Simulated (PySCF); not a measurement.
silver atom (Ag), doublet (core potentials on Ag). Base run: PySCF with B3LYP/def2-TZVP.

Here is a job for PySCF.
```python
from pyscf import gto, scf, dft, solvent

mol = gto.Mole()
mol.atom = '''
    Ag    0.000000    0.000000    0.000000
'''
mol.basis = 'def2-tzvp'
mol.ecp = {'Ag': 'def2-tzvp'}
mol.charge = 0
mol.spin = 1
mol.verbose = 4
mol.build()

mf = dft.UKS(mol)
mf.xc = 'b3lyp'
mf.kernel()
```

Variants of this job, named by their change:

```tsv
change	ΔE vs base (kJ/mol)
base	0.00
model = IEF-PCM; solvent = acetonitrile	-0.81
model = IEF-PCM; solvent = water	-0.83
model = IEF-PCM; solvent = water; vdw_scale = 1.4	-0.13
model = ddCOSMO; solvent = water	-5.23
model = C-PCM; solvent = water	-0.83
model = IEF-PCM; solvent = water; lebedev_order = 41	-0.82
model = COSMO; solvent = water	-0.82
model = IEF-PCM; solvent = methanol	-0.81
model = IEF-PCM; solvent = dimethylsulfoxide	-0.82
model = SS(V)PE; solvent = water	-0.83
model = IEF-PCM; solvent = water; lebedev_order = 11	-0.93
```

The base is the gas phase, so ΔE is the electrostatic part of solvation at a fixed geometry, without cavity and dispersion terms.

Open shells are given as the SCF converged; they aren't shown to be the lowest states, and a large step between rows can be another state.
